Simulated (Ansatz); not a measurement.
# A relaxation, step by step

GaH$_{5}$SO$_{2}$, singlet, PBE0-D4/def2-TZVP (Ansatz 0.2.0). Settings:

```yaml
hamiltonian: {xc: pbe0, dispersion: d4}
relax: {f_tol: 0.005, max_steps: 200}
```

Start, a step off a saddle point along its unstable mode:

| atom | x (Å) | y (Å) | z (Å) |
| --- | --- | --- | --- |
| Ga1 | -0.8848 | -0.6920 | -0.1937 |
| S2 | 1.6520 | -1.0343 | 0.4323 |
| H3 | -0.9336 | -1.1350 | -1.6871 |
| H4 | -1.5877 | -1.3096 | 1.0738 |
| H5 | 1.2448 | 0.0828 | 0.4925 |
| O6 | -0.4078 | 1.0265 | 0.1340 |
| O7 | -0.1619 | 1.6855 | -1.1323 |
| H8 | 1.3929 | -1.2216 | 1.7385 |
| H9 | -0.3138 | 2.5973 | -0.8579 |

```
               step  energy less the last (meV)  largest force component (eV/Å)
                  1                       716.0                           6.162
                  2                       173.4                           1.540
                  3                       112.2                           0.848
                  4                        74.4                           0.277
                  5                        54.4                           0.817
                  6                        34.5                           0.325
 7 (rejected trial)                        45.6                           0.580
                  8                        21.0                           0.133
                  9                        13.4                           0.123
                 10                         7.5                           0.289
                 11                         3.6                           0.355
12 (rejected trial)                        20.1                           0.347
                 13                         0.8                           0.024
                 14                         0.4                           0.076
15 (rejected trial)                         1.4                           0.327
16 (rejected trial)                         0.5                           0.040
                 17                         0.1                           0.007
                 18                         0.0                           0.004
                 19                         0.0                           0.015
                 20                         0.0                           0.005
21 (rejected trial)                         0.0                           0.004
                 22                         0.0                           0.002
```

Step 2, positions (Å) and forces (eV/Å):

```json
{"atom": "Ga1", "x": "-0.913", "y": "-0.697", "z": "-0.199", "Fx": "-0.109", "Fy": "-0.255", "Fz": "-0.006"}
{"atom": "S2", "x": "1.646", "y": "-1.107", "z": "0.441", "Fx": "0.226", "Fy": "-1.500", "Fz": "-0.082"}
{"atom": "H3", "x": "-0.961", "y": "-1.142", "z": "-1.689", "Fx": "0.025", "Fy": "-0.009", "Fz": "0.006"}
{"atom": "H4", "x": "-1.594", "y": "-1.324", "z": "1.063", "Fx": "0.023", "Fy": "0.003", "Fz": "-0.014"}
{"atom": "H5", "x": "1.421", "y": "0.169", "z": "0.514", "Fx": "-0.102", "Fy": "1.540", "Fz": "0.081"}
{"atom": "O6", "x": "-0.544", "y": "1.073", "z": "0.137", "Fx": "0.009", "Fy": "0.379", "Fz": "-0.282"}
{"atom": "O7", "x": "-0.106", "y": "1.691", "z": "-1.110", "Fx": "-0.183", "Fy": "0.221", "Fz": "0.523"}
{"atom": "H8", "x": "1.401", "y": "-1.272", "z": "1.752", "Fx": "-0.010", "Fy": "-0.045", "Fz": "-0.030"}
{"atom": "H9", "x": "-0.351", "y": "2.608", "z": "-0.907", "Fx": "0.121", "Fy": "-0.334", "Fz": "-0.196"}
```

Step 11, positions (Å) and forces (eV/Å):

| atom | x | y | z | Fx | Fy | Fz |
| --- | --- | --- | --- | --- | --- | --- |
| Ga1 | -1.000 | -0.801 | -0.171 | -0.037 | 0.037 | -0.005 |
| S2 | 1.505 | -1.076 | 0.442 | -0.032 | -0.138 | -0.063 |
| H3 | -0.875 | -1.203 | -1.672 | 0.011 | -0.012 | -0.038 |
| H4 | -1.803 | -1.497 | 0.971 | 0.011 | -0.009 | 0.043 |
| H5 | 1.540 | 0.158 | -0.117 | 0.007 | 0.099 | 0.012 |
| O6 | -0.854 | 1.019 | 0.192 | 0.016 | -0.105 | -0.021 |
| O7 | 0.145 | 1.517 | -0.726 | -0.066 | 0.355 | 0.076 |
| H8 | 1.312 | -0.585 | 1.675 | 0.009 | 0.061 | 0.070 |
| H9 | 0.030 | 2.470 | -0.594 | 0.081 | -0.288 | -0.073 |

Step 19, positions (Å) and forces (eV/Å):

| atom | x | y | z | Fx | Fy | Fz |
| --- | --- | --- | --- | --- | --- | --- |
| Ga1 | -1.006 | -0.809 | -0.181 | 0.002 | -0.003 | 0.001 |
| S2 | 1.497 | -1.060 | 0.425 | 0.000 | -0.003 | 0.001 |
| H3 | -0.888 | -1.236 | -1.678 | 0.000 | 0.001 | 0.001 |
| H4 | -1.788 | -1.486 | 0.988 | 0.000 | 0.000 | -0.002 |
| H5 | 1.512 | 0.198 | -0.091 | 0.000 | 0.002 | -0.002 |
| O6 | -0.866 | 1.014 | 0.160 | -0.001 | 0.004 | 0.001 |
| O7 | 0.145 | 1.521 | -0.736 | 0.000 | 0.012 | 0.002 |
| H8 | 1.325 | -0.607 | 1.678 | -0.001 | 0.001 | 0.000 |
| H9 | 0.069 | 2.466 | -0.566 | 0.001 | -0.015 | -0.002 |

Last step (22):

```
atom    x (Å)    y (Å)    z (Å)
 Ga1  -1.0061  -0.8095  -0.1805
  S2   1.4969  -1.0602   0.4257
  H3  -0.8873  -1.2347  -1.6779
  H4  -1.7887  -1.4873   0.9880
  H5   1.5114   0.1971  -0.0934
  O6  -0.8658   1.0142   0.1611
  O7   0.1455   1.5200  -0.7358
  H8   1.3237  -0.6045   1.6777
  H9   0.0705   2.4648  -0.5647
```

Hardware: 4 CPU threads of an Arm Neoverse V2, shared host. Wall time about 58 s.
